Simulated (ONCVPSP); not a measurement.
An all-electron radial function and its pseudo partner (beryllium (Be))

Columns: radius, all-electron u(r) and pseudo u(r) of the 1s shell (level -106.59 eV) of beryllium in the configuration 1s2 2s1.75 2p0.25; PBE, scalar-relativistic, ONCV scheme, ONCVPSP 4.0.1.

| r (bohr) | all-electron | pseudo |
| --- | --- | --- |
| 0.200 | 1.3381 | 1.3393 |
| 0.400 | 1.2695 | 1.3047 |
| 0.600 | 0.9316 | 0.9316 |
| 0.800 | 0.6213 | 0.6212 |
| 1.000 | 0.3943 | 0.3942 |
| 1.200 | 0.2432 | 0.2432 |
| 1.400 | 0.1480 | 0.1480 |
| 1.600 | 0.0891 | 0.0891 |
| 1.800 | 0.0531 | 0.0531 |
| 2.000 | 0.0315 | 0.0315 |
| 2.200 | 0.0186 | 0.0186 |
| 2.400 | 0.0109 | 0.0109 |
| 2.600 | 0.0064 | 0.0064 |
| 2.800 | 0.0037 | 0.0037 |
| 3.000 | 0.0022 | 0.0022 |
| 3.200 | 0.0013 | 0.0013 |
| 3.400 | 0.0007 | 0.0007 |
| 3.600 | 0.0004 | 0.0004 |
| 3.800 | 0.0002 | 0.0002 |
| 4.000 | 0.0001 | 0.0001 |
| 4.200 | 0.0001 | 0.0001 |
| 4.400 | 0.0000 | 0.0000 |
| 4.600 | 0.0000 | 0.0000 |
| 4.800 | 0.0000 | 0.0000 |
| 5.000 | 0.0000 | 0.0000 |
| 5.200 | 0.0000 | 0.0000 |

(1) How many radial nodes do the two functions have?

(2) At about which radius was the pseudo-wave matched?

(3) Is the pseudo-wave norm-conserving?

Results:

(1) The all-electron 1s function has n − l − 1 = 0; the pseudo-wave has 0.

(2) 0.65 bohr, where the columns begin to agree (steps of 0.20 bohr).

(3) Yes: the ONCV scheme keeps the norm inside the radius equal to the all-electron one, which fixes the energy derivative of the logarithmic derivative at the level.
